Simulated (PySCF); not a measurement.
Gas-phase equilibrium of 1 mol H2S, 4.7 mol SO2 at 1200 K and 0.133 bar, among 21 species (S2O, SO2, O2, O, S2, S6, HO2, H2S2, H2O, H, H2O2, H2S, O3, SO, SH, H2, S8, S, SO3, H2SO4, OH). Only gases are allowed; each row takes one source of thermochemistry for all species, and Cantera finds the minimum.

Method: PySCF energies (xtb for GFN2) plus ideal-gas RRHO corrections (1 bar). † marks an energy on the PBE0/def2-TZVP geometry and frequencies; other levels use their own. MP2 freezes the core. Open shells (unrestricted) among the columns below: S2 (multiplicity 3); the rest are closed-shell singlets. GFN2 has no spin-polarisation term. MP2 isn't extrapolated to the basis-set limit. The harmonic model lacks anharmonicity and excited electronic states, which grow with temperature; levels with a mode under 35 cm⁻¹ are left out.

Molecules larger than those listed are left out.

Mole fractions:

| thermochemistry | x SO2 | x H2O | x S2 | x H2S | x S2O | x H2 |
|---|---|---|---|---|---|---|
| BLYP/def2-TZVP† | 0.71 | 0.15 | 0.12 | 0.0049 | 0.0025 | 0.014 |
| GFN2-xTB | 0.73 | 0.12 | 0.087 | 0.031 | 0.017 | 0.014 |
| MP2/def2-TZVPP† | 0.71 | 0.16 | 0.12 | 0.0080 | 0.0039 | 0.0027 |
| r2SCAN/def2-TZVP† | 0.71 | 0.16 | 0.12 | 0.0039 | 0.0018 | 0.0056 |
| LDA/def2-TZVP† | 0.72 | 0.13 | 0.077 | 0.034 | 0.032 | 0.0045 |
| ωB97M-V/def2-TZVP† | 0.72 | 0.15 | 0.11 | 0.014 | 0.0013 | 0.0032 |
The most sensitive of these is S2O: it spans a factor of 10^1.4 over these rows; at this temperature one factor of ten is RT ln 10 = 23 kJ/mol.
